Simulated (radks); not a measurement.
Values are calculated unless marked as measured or tabulated.
All-electron atom: neutral praseodymium in [Xe] 4f3 6s2 (the NIST ground configuration).

Level of theory: non-relativistic Kohn-Sham, PBE, spin-polarised, spherical densities, point nucleus; open shells are filled with parallel spins first (spin-orbit coupling, left out, can overturn this in heavy ions); relativity is left out, which matters for an element this heavy (a radial shooting solver on a logarithmic mesh with Libxc functionals).

Energy parts (eV):
total: -242825.83
kinetic: 242747.19
electron-nucleus: -575380.42
Hartree: 95481.20
exchange-correlation: -5673.80

Orbitals (lengths in bohr, moments of r in powers of bohr):
| orbital | occ. | eigenvalue (eV) | <r^4> |
|---|---|---|---|
| 1s up | 1 | -39693.58 | 1.980e-06 |
| 1s down | 1 | -39693.57 | 1.980e-06 |
| 2s up | 1 | -6192.950 | 0.0003414 |
| 2s down | 1 | -6192.938 | 0.0003414 |
| 2p up | 3 | -5863.399 | 0.0002195 |
| 2p down | 3 | -5863.393 | 0.0002195 |
| 3s up | 1 | -1332.744 | 0.01332 |
| 3s down | 1 | -1331.808 | 0.01330 |
| 3p up | 3 | -1189.521 | 0.01242 |
| 3p down | 3 | -1188.662 | 0.01239 |
| 3d up | 5 | -922.7927 | 0.009381 |
| 3d down | 5 | -922.1648 | 0.009352 |
| 4s up | 1 | -262.2361 | 0.3387 |
| 4s down | 1 | -260.0076 | 0.3384 |
| 4p up | 3 | -208.4475 | 0.3980 |
| 4p down | 3 | -206.2089 | 0.3978 |
| 4d up | 5 | -113.9459 | 0.6082 |
| 4d down | 5 | -111.6932 | 0.6104 |
| 5s up | 1 | -35.7091 | 11.79 |
| 5s down | 1 | -34.4567 | 12.30 |
| 5p up | 3 | -21.5132 | 20.67 |
| 5p down | 3 | -20.5217 | 21.94 |
| 4f up | 3 | -4.7616 | 7.927 |
| 6s up | 1 | -3.3237 | 963.3 |
| 6s down | 1 | -3.2170 | 1031 |
| 4f down | 0 | -2.8012 | 12.62 |
| 5d up | 0 | -2.7092 | 286.8 |
| 5d down | 0 | -2.3601 | 361.8 |
| 6p up | 0 | -1.3795 | 2976 |
| 6p down | 0 | -1.3354 | 3198 |

The highest occupied level is 6s down at -3.217 eV. The electron density at the nucleus is 1.457e+05 e/bohr^3. The spin density at the nucleus is 0.340 e/bohr^3 (1s 0.002, 2s -0.080, 3s -1.471, 4s -0.028, 5s 1.673, 6s 0.243). Virial ratio -V/T = 2.00032. Spin moment in Bohr magnetons: 3. Summed over all electrons, <r^2> = 94.92 bohr^2, which gives a Langevin (diamagnetic) susceptibility term of -75.2 x 10^-6 cm^3/mol.
